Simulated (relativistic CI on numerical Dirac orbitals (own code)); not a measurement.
**Crystal-field levels of Os2+, 5d6**

Calculated by Dirac-Coulomb-Breit CI, KLI orbitals optimised for each configuration, QED by a radiative potential, valence Slater integrals scaled by 0.85, one configuration in a parametric crystal field (own radial code).

Field parameters in Wybourne normalisation: D3d B²₀ = −7Dσ, B⁴₀ = −14Dq − 21Dτ, B⁴₃ = −14√(10/7) Dq; Oh B⁴₀ = 21Dq, B⁴₄ = √(5/14) B⁴₀; Td as Oh with Dq negative (B⁴₀ = 21Dq, B⁴₄ = √(5/14) B⁴₀). The field is a parameter set, without covalency.

S and J are read from ⟨S²⟩ = S(S + 1) and ⟨J²⟩ = J(J + 1) of each level; they are not fictitious spins.

Td, 10Dq = -18600 cm⁻¹, the lowest 16 levels:

| E (cm⁻¹) | Degeneracy | Irrep | S | J |
| --- | --- | --- | --- | --- |
| 0.0 | 2 | E | 1.29 | 3.65 |
| 461 | 3 | T2 | 1.16 | 3.69 |
| 1254 | 1 | A1 | 1.49 | 4.03 |
| 1653 | 3 | T1 | 1.50 | 3.95 |
| 6106 | 1 | A2 | 1.98 | 3.01 |
| 6940 | 3 | T2 | 1.82 | 3.34 |
| 7639 | 2 | E | 1.73 | 3.55 |
| 8797 | 3 | T1 | 1.58 | 4.18 |
| 9015 | 1 | A1 | 1.55 | 4.36 |
| 9712 | 3 | T2 | 0.54 | 4.28 |
| 10829 | 2 | E | 0.49 | 4.51 |
| 18038 | 1 | A1 | 0.76 | 3.68 |
| 18417 | 3 | T2 | 1.40 | 3.91 |
| 19293 | 2 | E | 1.15 | 3.94 |
| 19480 | 3 | T1 | 1.10 | 4.67 |
| 19745 | 3 | T2 | 1.12 | 4.65 |

D3d, 10Dq = 10550, Dσ = -1150, Dτ = -410 cm⁻¹, the lowest 16 levels:

| E (cm⁻¹) | Degeneracy | Irrep | S | J |
| --- | --- | --- | --- | --- |
| 0.0 | 2 | E | 1.89 | 3.79 |
| 59.3 | 1 | A1 | 1.67 | 3.64 |
| 550 | 1 | A2 | 1.83 | 3.64 |
| 1099 | 2 | E | 1.82 | 3.51 |
| 1782 | 2 | E | 1.80 | 3.27 |
| 1951 | 1 | A1 | 1.78 | 3.32 |
| 3395 | 1 | A2 | 1.92 | 2.75 |
| 5215 | 1 | A1 | 1.45 | 3.54 |
| 6434 | 2 | E | 1.65 | 3.52 |
| 7270 | 2 | E | 1.69 | 3.32 |
| 7281 | 1 | A1 | 1.48 | 3.81 |
| 8737 | 2 | E | 1.33 | 3.87 |
| 9581 | 2 | E | 1.29 | 4.03 |
| 9948 | 1 | A2 | 1.20 | 4.25 |
| 10789 | 1 | A1 | 1.43 | 3.64 |
| 11065 | 2 | E | 1.31 | 3.74 |

Oh, 10Dq = 16700 cm⁻¹, the lowest 10 levels:

```csv
E (cm⁻¹),Degeneracy,Irrep,S,J
0.0,1,A1,0.46,4.29
7503,2,E,1.38,3.94
8409,3,T1,1.44,3.88
8564,3,T2,1.37,3.61
10866,3,T2,1.85,3.73
11519,1,A1,1.57,3.62
12287,3,T1,1.68,3.14
14187,2,E,1.49,3.87
15006,3,T1,1.30,4.15
16665,3,T2,1.74,3.30
```

The free-ion ground term has S = 2. The field overcomes the spin-pairing energy for Td, 10Dq = -18600 cm⁻¹; Oh, 10Dq = 16700 cm⁻¹, where the ground state has lower spin; these fields are assumed values.

Levels of this model without a field, named by their leading LS term: 5D_4 0, 5D_3 3916, 5D_2 4407, 5D_1 6158, 5D_0 6529, 3H_4 13131, 3H_6 15572, 3H_5 15701 cm⁻¹.
